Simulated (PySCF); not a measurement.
# LiAs and its ions

UHF-CCSD(T); basis Li pcseg-2, As pcseg-2; no relativity; PySCF 2.14. Neutral (UHF): triplet (π ↑↑), Re = 2.413 Å, ωe = 444 cm⁻¹, De = 1.58 eV.

LiAs⁺ (UHF): quartet (σ ↑, π ↑↑), Re = 2.731 Å, ωe = 235 cm⁻¹, De = 0.43 eV to Li⁺ + As. The energies at the minima are -2241.86268 hartree for LiAs and -2241.62377 for LiAs⁺.

(1) Work out the adiabatic ionisation energy, without and with harmonic zero-point energies (1 hartree = 27.2114 eV, 1 eV = 8065.5 cm⁻¹), and the change of the bond length.

Correlated steps freeze 9 core orbitals. Weak bonds: LiAs⁺. Basis-set superposition, not corrected here, can be much of De in a small basis, most of all at correlated wavefunction levels. Spin–orbit coupling is left out. For an ion De counts to the pair picked by the measured ionisation energies or electron affinities, which need not be the lowest pair at this level. States were picked by a PBE0 search and need not be the measured ground states.

## Answers

(1) At UHF-CCSD(T): 0.23891 hartree = 6.501 eV between the minima; the zero-point term (235.0 − 444.0)/2 cm⁻¹ = -0.013 eV makes it 6.488 eV. Re changes by +31.8 pm against the neutral. The electron leaves a σ orbital, and the ion is left as a loose complex of an ion and an atom.
